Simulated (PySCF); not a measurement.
PySCF 2.14 output of an unrestricted LDA calculation on a single atom or ion in aug-cc-pVDZ (7s6p4d2f, 59 functions), with the non-relativistic Hamiltonian (point nucleus):

```
SCF conv_tol = 1e-09
number electrons alpha = 15  beta = 13
    P. A. M. Dirac.,  Math. Proc. Cambridge Philos. Soc. 26, 376 (1930)
    F. Bloch.,  Z. Phys. 57, 545 (1929)
    S. H. Vosko, L. Wilk, and M. Nusair.,  Can. J. Phys. 58, 1200 (1980)
cycle= 1 E= -1505.55485766315  delta_E= 0.0568  |g|= 0.637  |ddm|= 0.621
cycle= 2 E= -1505.08291645705  delta_E= 0.472  |g|= 1.67  |ddm|= 1.07
cycle= 3 E= -1505.63713194893  delta_E= -0.554  |g|= 0.104  |ddm|= 0.836
cycle= 4 E= -1505.64012752131  delta_E= -0.003  |g|= 0.039  |ddm|= 0.138
cycle= 5 E= -1505.64047774581  delta_E= -0.00035  |g|= 0.00549  |ddm|= 0.0397
cycle= 6 E= -1505.64047678117  delta_E= 9.65e-07  |g|= 0.00614  |ddm|= 0.08
cycle= 7 E= -1505.6404811158  delta_E= -4.33e-06  |g|= 0.00173  |ddm|= 0.0399
cycle= 8 E= -1505.64048169644  delta_E= -5.81e-07  |g|= 0.000233  |ddm|= 0.00642
cycle= 9 E= -1505.64048170227  delta_E= -5.83e-09  |g|= 1.91e-05  |ddm|= 0.00179
cycle= 10 E= -1505.64048170233  delta_E= -6.23e-11  |g|= 2.87e-06  |ddm|= 9.93e-05
converged SCF energy = -1505.64048170233  <S^2> = 2.0001433  2S+1 = 3.0000955
```

The run itself started from symmetry-adapted Hartree-Fock orbitals and held the occupation by maximum overlap, on a logarithmic radial grid, so the iterations belong to that start.

Q: Which element, charge and spin multiplicity is this?

A: Ni (nickel, neutral), multiplicity 3; the state was [Ar] 3d9 4s1, high-spin 3D determinant (an excited configuration).
